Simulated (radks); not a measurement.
Species: Rb II. Configuration: [Ar] 3d10 4s2 4p5 6d1 (not the ground configuration).

Method: Dirac Kohn-Sham, BLYP, spin-unpolarised, spherical densities, finite nucleus; open shells fill j = l - 1/2 first; Fermi nuclear charge, rms radius 4.2036 fm; computed with a radial shooting solver on a logarithmic mesh with Libxc functionals.

Energy parts (eV):
part                       energy
total                  -81112.975
kinetic                 83427.880
electron-nucleus      -195251.795
Hartree                 33453.006
exchange-correlation    -2742.066

Orbitals (lengths in bohr, moments of r in powers of bohr; r(90%) holds 90 % of the orbital's charge):
orbital,occ.,eigenvalue (eV),r(90%),<r^4>
1s1/2,2,-15048.57,0.0721,0.00001234
2s1/2,2,-2024.845,0.275,0.002398
2p1/2,2,-1838.470,0.249,0.001631
2p3/2,4,-1777.638,0.255,0.001780
3s1/2,2,-314.7386,0.759,0.1415
3p1/2,2,-247.9809,0.779,0.1570
3p3/2,4,-238.8347,0.795,0.1699
3d3/2,4,-121.9399,0.852,0.2328
3d5/2,6,-120.3861,0.858,0.2393
4s1/2,2,-47.5428,2.09,8.165
4p1/2,2,-31.5893,2.43,14.84
4p3/2,3,-30.6039,2.48,16.04
6d3/2,1,-2.1843,18.3,51200

The highest occupied level is 6d3/2 at -2.184 eV. The density falls to 0.001 e/bohr^3 at r = 3.43 bohr.

Empty levels of this run are not shown, since the potential may be unsettled where no density lies.
